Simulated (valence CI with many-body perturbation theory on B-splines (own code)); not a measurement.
Sn XLV: calculated level list

Method: valence CI with perturbative core correlation (CI+MBPT): four valence electrons over a frozen Dirac-Fock core [He], radial functions for each j: 11 s, 11 p, 10 d, 8 f, 5 g, 2 h, with the one-electron correlation potential Σ1, the two-electron term Σ2, the three-electron term Σ3, Breit, model QED; selected CI, second order for the rest, scaled by the run's own slope (own B-spline code, finite nucleus).

The last digits are not significant, and no measured levels were compared; by estimate large intervals hold to a few tenths of a per cent, small ones and those within an open d or f shell to about a per cent. Among the levels kept, up to 840 cm⁻¹ of a level comes from second order outside the variational space, and about a tenth of that is noise between levels of different J, which matters for small intervals.

Levels 181 to 205 of 205, with energies above the lowest level, (2s^2 2p1/2^2) J=0. "Leading %" is the weight of the configuration and term that name the level; weights of strongly mixed levels are sums over their largest components and can fall short. In the jj column 3d3/2^4 stands for four electrons in 3d with j = 3/2. Lifetimes count E1, E2, E3, M1 and M2 decay at the calculated energies, and are blank where another channel may lead or the interval is too uncertain; long ones can be off by a factor of two.

```csv
No.,Configuration,Term,J,E (eV),Leading %,Leading jj,Second component,Lifetime
181,2s.2p2.3d,3D,3,5137.5,23,2p1/2 2p3/2^2 3p1/2 (51 %),20 % 2p3.3p 3F,33.7 fs
182,2s.2p2.3d,3D,3,5140.9,39,2s 2p3/2^2 3d5/2 (83 %),36 % 2s.2p2.3d 1F,2.58 fs
183,2s.2p2.3d,1D,2,5145.5,54,2s 2p3/2^2 3d5/2 (91 %),26 % 2s.2p2.3d 3D,24.0 fs
184,2s.2p2.3d,3P,1,5148.1,44,2s 2p3/2^2 3d5/2 (90 %),34 % 2s.2p2.3d 1P,2.71 fs
185,2p3.3p,3P,2,5155.7,54,2p1/2 2p3/2^2 3p1/2 (97 %),21 % 2p3.3p 1D,8.99 fs
186,2s.2p2.3d,1D,2,5159.9,48,2s 2p3/2^2 3d5/2 (86 %),23 % 2s.2p2.3d 3P,1.80 fs
187,2p3.3p,3D,1,5167.1,67,2p1/2 2p3/2^2 3p1/2 (90 %),21 % 2p3.3p 1P,19.5 fs
188,2p3.3p,3P,0,5184.8,90,2p1/2 2p3/2^2 3p3/2 (82 %),9 % 2p3.3p 1S,10.9 fs
189,2p3.3p,5P,3,5185.2,52,2p1/2 2p3/2^2 3p3/2 (98 %),24 % 2p3.3p 3F,12.9 fs
190,2p3.3p,3P,2,5186.6,38,2p1/2 2p3/2^2 3p3/2 (98 %),29 % 2p3.3p 3D,11.5 fs
191,2p3.3p,3P,0,5198.4,71,2p1/2 2p3/2^2 3p1/2 (81 %),27 % 2p3.3p 1S,9.25 fs
192,2p3.3p,1P,1,5200.2,44,2p1/2 2p3/2^2 3p3/2 (94 %),28 % 2p3.3p 3D,11.0 fs
193,2p3.3p,3D,3,5204.0,67,2p1/2 2p3/2^2 3p3/2 (99 %),29 % 2p3.3p 1F,12.8 fs
194,2p3.3p,3F,4,5204.9,98,2p1/2 2p3/2^2 3p3/2 (98 %),,13.7 fs
195,2p3.3p,3P,1,5222.2,75,2p1/2 2p3/2^2 3p3/2 (98 %),17 % 2p3.3p 1P,11.7 fs
196,2p3.3p,1D,2,5232.9,52,2p1/2 2p3/2^2 3p3/2 (98 %),28 % 2p3.3p 3P,12.5 fs
197,2p3.3d,3D°,1,5236.7,45,2p1/2 2p3/2^2 3d3/2 (97 %),42 % 2p3.3d 5D°,27.9 fs
198,2p3.3d,3F°,2,5237.9,40,2p1/2 2p3/2^2 3d3/2 (96 %),37 % 2p3.3d 5D°,29.7 fs
199,2p3.3d,5D°,0,5238.7,51,2p1/2 2p3/2^2 3d3/2 (96 %),31 % 2p3.3d 1S°,21.6 fs
200,2p3.3d,3G°,3,5243.0,35,2p1/2 2p3/2^2 3d3/2 (94 %),26 % 2p3.3d 5D°,17.2 fs
201,2p3.3p,3P,1,5246.0,48,2p1/2 2p3/2^2 3p3/2 (99 %),29 % 2p3.3p 3S,11.8 fs
202,2p3.3p,3D,2,5248.1,49,2p1/2 2p3/2^2 3p3/2 (98 %),32 % 2p3.3p 1D,11.9 fs
203,2p3.3d,3G°,4,5253.9,58,2p1/2 2p3/2^2 3d5/2 (76 %),40 % 2p3.3d 5D°,787 fs
204,2p3.3d,3D°,3,5255.9,56,2p1/2 2p3/2^2 3d5/2 (96 %),21 % 2p3.3d 5D°,74.1 fs
205,2p3.3d,1G°,4,5256.0,53,2p1/2 2p3/2^2 3d3/2 (76 %),21 % 2p3.3d 3F°,848 fs
```
